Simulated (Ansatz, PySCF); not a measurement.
Stretching the Ga1–Cl2 bond in GaCl (multiplicity 1 held). Energies count from the point at 2.239 Å.


Restricted levels (R-, RO-) in cc, def2 and unpolarised 6-31G sets keep to the state of the molecule at rest. Unrestricted levels (U-) break spin symmetry where that is lower. Active spaces are followed from rest. Levels need not reach the same state.

Cores are frozen in the correlated methods. Filled d and f shells under p-block atoms count as core. Rows in 3-21G carry no dispersion term and start afresh at each structure; the Pople sets are all-electron and without relativity.

Run with Ansatz (a first-principles code) with Gaussian orbitals; PySCF for 3-21G rows. Each number belongs to the level named beside it.

```csv
level,energy at R = 8.956 Å (kcal/mol)
R-HF/3-21G,121.84
R-PBE/def2-TZVPP,(withheld)
R-r2SCAN/def2-TZVPP,104.50
R-B3LYP/def2-TZVPP,104.06
U-CCSD/def2-TZVPP,106.03
U-CCSD(T)/def2-TZVPP,108.78
"FIC-NEVPT4(SD) on CASSCF(10,8)/def2-TZVPP",108.39
"FIC-MRCISD on CASSCF(10,8)/def2-TZVPP",107.98
"FIC-MRCISD+Q on CASSCF(10,8)/def2-TZVPP",108.22
```

Q: Complete the blanks.

A: 
- R-PBE/def2-TZVPP, energy at R = 8.956 Å (kcal/mol): 96.30

Doubts at one or more of the structures used: a restricted determinant that unrestricted orbitals would lower (R-HF/3-21G, R-PBE/def2-TZVPP, R-r2SCAN/def2-TZVPP, R-B3LYP/def2-TZVPP); a spin-contaminated determinant (U-CCSD/def2-TZVPP, U-CCSD(T)/def2-TZVPP).
